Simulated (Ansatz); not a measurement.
IrPt3. Charge 0, multiplicity 2. Geometry PBE-D4/def2-SVPD, that of the charge -1 singlet; atoms count from 1.

```xyz
4

Ir   -0.439    0.346    0.055
Pt    1.965    0.233   -0.562
Pt   -2.597    0.613   -0.782
Pt    1.072   -1.192    1.288
```

In the def2 sets Ir, Pt take a core potential; there is no spin–orbit coupling. The charge 0 doublet is spin-contaminated (final ⟨S²⟩ up to 1.69, 0.75 for a pure state). The structure comes from a short search, and lower isomers may exist.

Problem. Estimate the Mulliken populations from the PBE0/def2-TZVPD orbitals of Ansatz.

Solution. 
```csv
atom,charge (e),spin (α − β),d electrons
Ir1,0.06,1.23,7.42
Pt2,0.01,0.19,8.98
Pt3,-0.08,-0.62,8.85
Pt4,0.01,0.19,8.98
```
Mulliken values and Mayer orders depend strongly on the basis. With diffuse functions, as here, like atoms can get unlike values, and bond orders can come out too low or too high.

Problem. Where does the spin sit?

Solution. Summed by element: Ir 1.23, Pt -0.23, of 1 unpaired in all. Largest on single atoms: Ir1 1.23, Pt3 -0.62, Pt4 0.19.

Problem. And the Mayer bond orders between bonded heavy atoms (over 0.3)?

Solution. Ir1–Pt2 1.11 (2.48 Å); Ir1–Pt3 1.64 (2.33 Å); Ir1–Pt4 1.11 (2.48 Å); Pt2–Pt4 1.00 (2.50 Å).
